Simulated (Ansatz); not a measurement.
Geometry optimisation, Ansatz 0.2.0, RKS PBE0-D4/def2-SVP.

Input:

```yaml
crystal:
  periodic: [false, false, false]
  atoms:
    - { symbol: "N", position_ang: [-2.0713, 0.0298, -0.5269] }
    - { symbol: Ge, position_ang: [-0.6287, -1.0421, -0.577] }
    - { symbol: C, position_ang: [0.6891, -0.3855, 0.6633] }
    - { symbol: C, position_ang: [1.2831, 1.0129, 0.2814] }
    - { symbol: F, position_ang: [1.8274, 0.9555, -0.9706] }
    - { symbol: H, position_ang: [-2.89689, -0.45835, -0.08929] }
    - { symbol: H, position_ang: [-2.40037, 0.21139, -1.54286] }
    - { symbol: H, position_ang: [-1.0072, -2.4559, -0.1718] }
    - { symbol: H, position_ang: [-0.0308, -1.0507, -1.9668] }
    - { symbol: H, position_ang: [1.58, -1.093, 0.712] }
    - { symbol: H, position_ang: [0.2653, -0.3505, 1.7142] }
    - { symbol: H, position_ang: [1.9602, 1.3702, 1.055] }
    - { symbol: H, position_ang: [0.3088, 1.7408, 0.2367] }
basis:
  gaussian: { orbitals: def2-SVP }
hamiltonian:
  xc: pbe0
  dispersion: d4
relax:
  f_tol: 0.015
  max_steps: 40
output:
  orbitals: {}
```

Command:

```bash
$ ansatz run input.yaml --threads 2 --pin off --max-ram 3072MiB --backend cpu --events-out ev --progress --plain --runs-dir out
```

Task: Where does it end, and by what steps?

Result: It converged. The force dipped under the threshold on the way, but the program's further checks kept it going. After 10 steps the energy has fallen by 0.546 eV; H6 moved furthest, 0.57 Å.

```
step  energy less start (eV)  largest force component (eV/Å)  accepted
   0                  0.0000                           4.288       yes
   1                 -0.4537                           1.265       yes
   2                 -0.5258                           0.301       yes
   3                 -0.5368                           0.149       yes
   4                 -0.5410                           0.295       yes
   5                 -0.5445                           0.094       yes
   6                 -0.5434                           0.111        no
   7                 -0.5453                           0.012       yes
   8                 -0.5459                           0.027       yes
   9                 -0.5461                           0.035       yes
  10                 -0.5461                           0.005       yes
```

```xyz
13
Properties=species:S:1:pos:R:3
N -1.937 0.094 -0.695
Ge -0.571 -1.142 -0.614
C 0.737 -0.419 0.658
C 1.108 1.010 0.338
F 1.618 1.090 -0.940
H -2.625 0.026 0.050
H -2.433 0.109 -1.582
H -1.029 -2.537 -0.117
H -0.009 -1.269 -2.038
H 1.631 -1.063 0.666
H 0.295 -0.469 1.667
H 1.875 1.396 1.033
H 0.218 1.659 0.391
```

Whether the end is a true minimum wasn't checked by a vibrational analysis.

The run took 39 s on 2 threads of Intel(R) Xeon(R) 6975P-C (Granite Rapids) (shared host), peak memory 0.35 GiB.
